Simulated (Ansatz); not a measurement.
The pair A = SiH4 (SMILES [SiH4]) (first 5 atoms), B = CH3I (SMILES CI); geometry from B3LYP-D3(BJ)/def2-TZVP.
(charge 0, multiplicity 1):
```xyz
10

Si     0.14233     0.04489    -0.03850
H      1.28925    -0.85688     0.19585
H      0.23097     1.21992     0.85687
H     -1.12633    -0.67200     0.21983
H      0.15633     0.50879    -1.44608
C     -1.92128     0.35523     3.33691
I     -0.27238    -0.95017     3.80883
H     -2.50357    -0.12975     2.56225
H     -2.49790     0.49074     4.24443
H     -1.50046     1.29077     2.98747
```

Cores are frozen in the correlated methods. Filled d and f shells under p-block atoms count as core. MP2 and its Hartree–Fock in def2-TZVPPD are density fitted.

Run with Ansatz (Gaussian orbitals). Values without a source in brackets are computed. In def2 rows elements past Kr take small-core potentials, without spin–orbit coupling.

Total energies (hartree), monomers frozen at their geometry in the pair:

```
structure              HF/def2-TZVPPD  B3LYP/def2-TZVPPD  MP2/def2-SVPD
---------------------  --------------  -----------------  -------------
AB                       -627.5470298       -629.6515254   -627.7792117
A in the pair's basis    -291.2586199       -291.9173158   -291.2779302
B in the pair's basis    -336.2901772       -337.7352987   -336.4994114
A                        -291.2585817       -291.9172765   -291.2771029
B                        -336.2901577       -337.7352666   -336.4981343
```

Problem. Work out the interaction energy without and with the counterpoise correction, and the superposition error, for each level.

Solution. 
E(AB) − E(A) − E(B), times 627.509 kcal/mol, with the monomers in their own basis and then in the pair's basis:
- HF/def2-TZVPPD: 1.07 uncorrected, 1.11 corrected; the monomers gain 0.04 kcal/mol from borrowed functions
- B3LYP/def2-TZVPPD: 0.64 uncorrected, 0.68 corrected; the monomers gain 0.04 kcal/mol from borrowed functions
- MP2/def2-SVPD: -2.49 uncorrected, -1.17 corrected; the monomers gain 1.32 kcal/mol from borrowed functions

Ansatz is an electronic-structure program.
